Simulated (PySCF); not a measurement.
Si(H)(OH)(SeH)2 (H4OSe2Si), SMILES [SiH]([SeH])([SeH])O. Geometry optimised at PBE-D3(BJ)/def2-SVP. This is a generated structure with no PubChem entry under its InChIKey; it may be hypothetical. Other conformers were not sampled.

Computed equilibrium geometry at PBE-D3(BJ)/def2-SVP (PySCF confirms it by a frequency run) as bond lengths and angles (one conformer of several):
Atoms: Si1 O2 Se3 Se4 H5 H6 H7 H8. Bonded distances (Å): Si1–O2 1.675, Si1–Se3 2.301, Si1–Se4 2.304, Si1–H5 1.495, O2–H6 0.975, Se3–H7 1.488, Se4–H8 1.485. Angles (°): O2–Si1–Se3 115.5, O2–Si1–Se4 108.1, O2–Si1–H5 103.7, Se3–Si1–Se4 105.0, Se3–Si1–H5 110.2, Se4–Si1–H5 114.7, Si1–O2–H6 114.5, Si1–Se3–H7 92.4, Si1–Se4–H8 92.3.
